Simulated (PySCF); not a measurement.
SCF from a fresh guess for doublet WF₃, at the PBE minimum. PySCF input:

```python
from pyscf import gto, scf, dft
mol = gto.M(atom='''
W     -0.015908     0.027574    -0.006200
F      1.820227    -0.208580     0.019238
F     -0.933143     1.617670     0.015815
F     -0.730742    -1.680097     0.019835''',
    basis={'W': 'def2-SVP', 'F': 'def2-SVP'},
    ecp={'W': 'def2-SVP'},
    charge=0, spin=1)
mf = dft.UKS(mol, xc='PBE')
mf.grids.atom_grid = (50, 194)
aux = {'W': 'def2-universal-JKFIT', 'F': 'def2-universal-JKFIT'}
mf = mf.density_fit(auxbasis=aux)
mf.conv_tol = 1e-08
mf.diis_space = 10
mf.max_cycle = 60
mf.init_guess = 'minao'
mf.verbose = 4
mf.kernel()
```

Excerpt of the output (cycles alone):

```
init E= -354.122907183209
cycle= 1 E= -366.034226460472  delta_E= -11.9  |g|= 0.738  |ddm|= 5.04
cycle= 2 E= -363.228594193594  delta_E= 2.81  |g|= 2.87  |ddm|= 2.04
cycle= 3 E= -366.189586345993  delta_E= -2.96  |g|= 0.283  |ddm|=  1.9
cycle= 4 E= -366.217444303364  delta_E= -0.0279  |g|= 0.189  |ddm|= 0.585
cycle= 5 E= -366.227130049284  delta_E= -0.00969  |g|=  0.1  |ddm|= 0.144
cycle= 6 E= -366.231548581567  delta_E= -0.00442  |g|= 0.0123  |ddm|= 0.102
cycle= 7 E= -366.231614736652  delta_E= -6.62e-05  |g|= 0.0025  |ddm|= 0.0135
cycle= 8 E= -366.231620850602  delta_E= -6.11e-06  |g|= 0.00107  |ddm|= 0.00924
cycle= 9 E= -366.231624237168  delta_E= -3.39e-06  |g|= 0.000841  |ddm|= 0.00627
cycle= 10 E= -366.23162781586  delta_E= -3.58e-06  |g|= 0.000667  |ddm|= 0.00606
cycle= 11 E= -366.231619741221  delta_E= 8.07e-06  |g|= 0.000584  |ddm|= 0.0151
cycle= 12 E= -366.231608278613  delta_E= 1.15e-05  |g|= 0.000244  |ddm|= 0.0404
cycle= 13 E= -366.231607702588  delta_E= 5.76e-07  |g|= 7.04e-05  |ddm|= 0.0106
cycle= 14 E= -366.231607700103  delta_E= 2.48e-09  |g|= 1.86e-05  |ddm|= 0.000988
Extra cycle  E= -366.231607699018  delta_E= 1.09e-09  |g|= 5.58e-05  |ddm|= 7.58e-05
converged SCF energy = -366.231607699018  <S^2> = 0.7613546  2S+1 = 2.0113226
```

No lower solution of this spin was found from smeared starts or by a stability analysis within the unrestricted form.

With open d or f shells other occupations or spin states may lie lower. With an element this heavy the missing spin–orbit coupling can shift these numbers.

The search for the lowest solution, 3 starts and the stability check together, took 25 s on 2 threads of a shared Arm Neoverse N1 host, with 74 basis functions; the process peaked at 0.38 GiB.
